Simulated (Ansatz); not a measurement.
Steps of a relaxation of CH$_{6}$BNOSi, SMILES `BO/C=N\[SiH3]` with RKS PBE-D4/def2-SVP.

```sh
$ ansatz run in.yaml --threads 4 --pin off --events-out ev --progress --plain --max-ram 10444MiB
```

```yaml
crystal:
  periodic: [false, false, false]
  atoms:
    - {symbol: B, position_ang: [-2.025700, 0.695300, 1.019700]}
    - {symbol: O, position_ang: [-0.756400, 0.345500, 0.451700]}
    - {symbol: C, position_ang: [-0.667600, -0.593800, -0.583700]}
    - {symbol: N, position_ang: [0.599300, -0.916100, -1.047400]}
    - {symbol: Si, position_ang: [2.078200, -0.241000, -0.478900]}
    - {symbol: H, position_ang: [-3.070700, 0.273200, 0.592000]}
    - {symbol: H, position_ang: [-2.105100, 1.544600, 1.876500]}
    - {symbol: H, position_ang: [-1.480500, -1.049100, -0.989700]}
    - {symbol: H, position_ang: [2.241300, -0.510800, 1.012800]}
    - {symbol: H, position_ang: [3.193300, -0.827600, -1.189300]}
    - {symbol: H, position_ang: [2.059300, 1.223000, -0.643200]}
basis:
  gaussian: {orbitals: def2-SVP}
hamiltonian: {xc: pbe, dispersion: d4}
relax: {f_tol: 0.03, max_steps: 200}
```

Positions (Å) and forces (eV/Å) along the path, 8 of 8 steps:

```xyz
11
step=1 energy=-13208.1793 eV
B    -2.026    0.695    1.020    1.280    0.049   -0.871
O    -0.756    0.345    0.452   -2.405   -0.333    0.136
C    -0.668   -0.594   -0.584    9.703    1.101    0.381
N     0.599   -0.916   -1.047   -6.551    0.537    1.127
Si    2.078   -0.241   -0.479   -0.084    0.391    1.498
H    -3.071    0.273    0.592   -0.024   -0.495   -0.283
H    -2.105    1.545    1.877    0.528   -0.033    0.159
H    -1.480   -1.049   -0.990   -3.409   -1.423   -1.206
H     2.241   -0.511    1.013    0.079   -0.015   -0.219
H     3.193   -0.828   -1.189    0.750   -0.415   -0.557
H     2.059    1.223   -0.643    0.132    0.637   -0.164
11
step=2 energy=-13208.8841 eV
B    -2.022    0.763    0.919    0.851   -1.021    0.628
O    -0.756    0.334    0.484   -1.564    0.365    0.025
C    -0.629   -0.597   -0.534    3.306    0.018   -0.811
N     0.535   -0.908   -1.012   -2.460    0.098    0.551
Si    2.035   -0.226   -0.443    0.503    0.249    0.595
H    -3.029    0.179    0.532    0.163    0.319   -0.279
H    -2.025    1.508    1.890    0.045    0.136   -0.441
H    -1.522   -1.017   -0.983   -1.014   -0.175    0.067
H     2.255   -0.522    1.027   -0.019    0.032   -0.125
H     3.153   -0.832   -1.206    0.201   -0.143   -0.187
H     2.069    1.259   -0.653   -0.012    0.121   -0.023
11
step=3 energy=-13208.9907 eV
B    -2.025    0.674    0.984    0.665    0.272   -0.496
O    -0.767    0.398    0.442   -1.156    0.317    0.546
C    -0.606   -0.520   -0.576   -1.320   -0.849    0.189
N     0.503   -0.869   -1.018    1.123   -0.260   -0.504
Si    2.036   -0.226   -0.427    0.489    0.258   -0.084
H    -3.022    0.146    0.478    0.311    0.103    0.316
H    -2.011    1.524    1.874   -0.135   -0.392   -0.201
H    -1.548   -1.054   -0.909    0.183    0.654    0.200
H     2.254   -0.528    1.035   -0.085   -0.013   -0.045
H     3.148   -0.869   -1.211   -0.083    0.007    0.037
H     2.104    1.268   -0.651    0.008   -0.098    0.042
11
step=4 energy=-13209.0293 eV
B    -1.943    0.697    0.972   -0.432   -0.007   -0.163
O    -0.780    0.307    0.388    0.736    0.256    0.208
C    -0.598   -0.624   -0.637   -0.915    0.000    0.383
N     0.532   -0.941   -1.079    0.079   -0.068   -0.104
Si    2.008   -0.207   -0.412    0.194    0.110   -0.005
H    -3.000    0.238    0.571   -0.027   -0.075    0.001
H    -1.885    1.525    1.861    0.111   -0.076   -0.039
H    -1.591   -1.043   -0.941    0.276   -0.072   -0.248
H     2.143   -0.513    1.053   -0.021   -0.016    0.010
H     3.189   -0.779   -1.132   -0.008   -0.051   -0.049
H     1.991    1.283   -0.623    0.008   -0.001    0.004
11
step=5 energy=-13209.0703 eV
B    -2.012    0.687    0.963   -0.217    0.108    0.055
O    -0.797    0.357    0.448    0.510    0.055    0.026
C    -0.596   -0.579   -0.567   -0.553   -0.115   -0.050
N     0.533   -0.903   -1.015   -0.148    0.111   -0.014
Si    2.055   -0.206   -0.435    0.176   -0.078    0.083
H    -3.023    0.174    0.519   -0.032   -0.061   -0.026
H    -2.011    1.510    1.857   -0.001   -0.049   -0.039
H    -1.571   -1.000   -0.921    0.200   -0.017   -0.018
H     2.228   -0.519    1.027    0.044    0.020    0.009
H     3.154   -0.864   -1.212    0.039    0.047    0.001
H     2.105    1.284   -0.644   -0.017   -0.020   -0.028
11
step=6 energy=-13209.0799 eV
B    -2.053    0.686    0.964   -0.028    0.044    0.014
O    -0.814    0.379    0.479    0.273    0.038    0.016
C    -0.600   -0.552   -0.539   -0.303   -0.080   -0.036
N     0.532   -0.869   -0.985   -0.051    0.076   -0.001
Si    2.090   -0.219   -0.445   -0.016   -0.028    0.071
H    -3.039    0.145    0.498   -0.039   -0.042   -0.029
H    -2.091    1.510    1.855   -0.006   -0.025   -0.020
H    -1.562   -0.983   -0.908    0.084   -0.001    0.001
H     2.292   -0.529    1.014    0.049    0.008   -0.006
H     3.154   -0.897   -1.253    0.026    0.034    0.009
H     2.157    1.271   -0.660    0.012   -0.023   -0.020
11
step=7 energy=-13209.0788 eV rejected
B    -2.046    0.686    0.966    0.013   -0.113   -0.040
O    -0.802    0.351    0.505    0.065    0.115   -0.062
C    -0.609   -0.550   -0.543   -0.027   -0.143    0.027
N     0.520   -0.856   -1.007   -0.063    0.023    0.057
Si    2.079   -0.227   -0.439    0.014    0.073    0.013
H    -3.028    0.119    0.520   -0.005    0.025   -0.041
H    -2.088    1.546    1.814   -0.008    0.039    0.089
H    -1.572   -0.972   -0.915    0.029    0.024   -0.016
H     2.299   -0.542    1.017   -0.020   -0.004   -0.013
H     3.162   -0.875   -1.244    0.003   -0.043   -0.026
H     2.149    1.262   -0.653   -0.002    0.005    0.012
11
step=8 energy=-13209.0840 eV
B    -2.049    0.687    0.962    0.023   -0.010   -0.011
O    -0.802    0.379    0.489   -0.003    0.014    0.022
C    -0.609   -0.551   -0.535   -0.004    0.000   -0.013
N     0.522   -0.863   -0.988   -0.021   -0.008    0.008
Si    2.084   -0.222   -0.441    0.000    0.000   -0.006
H    -3.028    0.141    0.482   -0.006   -0.002   -0.004
H    -2.098    1.508    1.852   -0.005    0.004    0.004
H    -1.570   -0.980   -0.901    0.015    0.002   -0.001
H     2.306   -0.529    1.016   -0.001    0.002   -0.001
H     3.152   -0.892   -1.250    0.006    0.002    0.000
H     2.158    1.265   -0.665   -0.003   -0.003    0.001
```

It took 9 s on 4 threads of an Arm Neoverse V2 on a shared host, with 0.18 GiB of host memory at the peak.
